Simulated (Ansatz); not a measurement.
InH2(vinyl) (C2H5In). Charge 0, multiplicity 3. Geometry PBE-D4/def2-TZVP, that of the neutral singlet.

Cartesian coordinates in Å:
```
In -1.194 -0.267 1.041
H -2.668 -1.182 1.112
H -0.640 0.706 2.373
C 0.071 -0.282 -0.700
C 1.210 0.426 -0.737
H -0.196 -0.872 -1.585
H 1.546 1.038 0.107
H 1.871 0.433 -1.612
```

In the def2 sets In takes a core potential; there is no spin–orbit coupling. At PBE0-D4/def2-TZVP a singlet of charge 0 lies 3.86 eV below the triplet at the same geometry.

**Question.** Estimate the α-spin orbital energies around the gap (eV) in Ansatz with PBE-D4/def2-TZVP, r2SCAN-D4/def2-TZVP, PBE0-D4/def2-TZVP.

**Answer.** 
```json
{"orbital": "HOMO−5", "PBE-D4/def2-TZVP": "-11.03", "r2SCAN-D4/def2-TZVP": "-11.16", "PBE0-D4/def2-TZVP": "-12.34"}
{"orbital": "HOMO−4", "PBE-D4/def2-TZVP": "-9.99", "r2SCAN-D4/def2-TZVP": "-9.90", "PBE0-D4/def2-TZVP": "-10.95"}
{"orbital": "HOMO−3", "PBE-D4/def2-TZVP": "-7.82", "r2SCAN-D4/def2-TZVP": "-9.47", "PBE0-D4/def2-TZVP": "-10.38"}
{"orbital": "HOMO−2", "PBE-D4/def2-TZVP": "-7.70", "r2SCAN-D4/def2-TZVP": "-7.04", "PBE0-D4/def2-TZVP": "-8.01"}
{"orbital": "HOMO−1", "PBE-D4/def2-TZVP": "-7.40", "r2SCAN-D4/def2-TZVP": "-6.91", "PBE0-D4/def2-TZVP": "-7.82"}
{"orbital": "HOMO", "PBE-D4/def2-TZVP": "-3.08", "r2SCAN-D4/def2-TZVP": "-3.60", "PBE0-D4/def2-TZVP": "-4.19"}
{"orbital": "LUMO", "PBE-D4/def2-TZVP": "-1.48", "r2SCAN-D4/def2-TZVP": "-1.66", "PBE0-D4/def2-TZVP": "-1.13"}
{"orbital": "LUMO+1", "PBE-D4/def2-TZVP": "-1.21", "r2SCAN-D4/def2-TZVP": "-0.33", "PBE0-D4/def2-TZVP": "0.20"}
{"orbital": "LUMO+2", "PBE-D4/def2-TZVP": "0.05", "r2SCAN-D4/def2-TZVP": "0.94", "PBE0-D4/def2-TZVP": "1.10"}
{"orbital": "LUMO+3", "PBE-D4/def2-TZVP": "0.54", "r2SCAN-D4/def2-TZVP": "1.43", "PBE0-D4/def2-TZVP": "1.25"}
{"orbital": "LUMO+4", "PBE-D4/def2-TZVP": "0.84", "r2SCAN-D4/def2-TZVP": "1.78", "PBE0-D4/def2-TZVP": "1.95"}
{"orbital": "LUMO+5", "PBE-D4/def2-TZVP": "1.62", "r2SCAN-D4/def2-TZVP": "2.56", "PBE0-D4/def2-TZVP": "2.25"}
{"orbital": "β HOMO", "PBE-D4/def2-TZVP": "-7.07", "r2SCAN-D4/def2-TZVP": "-6.75", "PBE0-D4/def2-TZVP": "-7.68"}
{"orbital": "β LUMO", "PBE-D4/def2-TZVP": "-6.72", "r2SCAN-D4/def2-TZVP": "-5.72", "PBE0-D4/def2-TZVP": "-4.93"}
```
